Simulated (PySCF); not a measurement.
## `C1O[C@H](OC)[C@H]1Cl`, C4H7ClO2

Geometry:
```csv
atom,x (Å),y (Å),z (Å)
C1,-2.286,0.130,0.088
O2,-1.060,-0.535,0.341
C3,-0.041,-0.153,-0.501
O4,0.467,1.164,-0.264
C5,1.778,0.679,0.026
C6,1.303,-0.770,-0.103
Cl7,2.099,-1.759,-1.317
H8,-2.989,-0.249,0.826
H9,-2.166,1.210,0.201
H10,-2.645,-0.092,-0.922
H11,-0.326,-0.267,-1.561
H12,2.119,0.980,1.019
H13,2.497,0.993,-0.734
H14,1.248,-1.332,0.828
```

Computed, not measured: TDDFT CAM-B3LYP/aug-cc-pVDZ circular dichroism and optical rotation, one conformer, gas phase (PySCF 2.14.0). Geometry: GFN2-xTB.

The molecule is flexible and this is one conformer; a measurement averages over conformers.

Task: Draw the ECD and absorption spectra from the lowest 16 states, each a Gaussian of half-width 0.25 eV at 1/e height.

Result: 
```tsv
E (eV)	λ (nm)	Δε (L mol⁻¹ cm⁻¹)	ε (L mol⁻¹ cm⁻¹)
6.63	187	-0.15	2.96
6.73	184	-0.63	12.9
6.83	182	-1.96	42.3
6.93	179	-4.46	111
7.03	176	-7.61	250
7.13	174	-10.12	524
7.23	171	-11.32	1010
7.33	169	-11.69	1670
7.43	167	-11.63	2340
7.53	165	-10.58	2880
7.63	162	-7.62	3490
7.73	160	-2.00	4390
7.83	158	+5.91	5400
7.93	156	+13.21	5980
8.03	154	+15.66	5850
8.13	152	+10.68	5330
8.23	151	-0.85	4980
```
Δε uses R in velocity form, ε uses f in length form. Only the states computed contribute, so the short-wavelength end is incomplete.
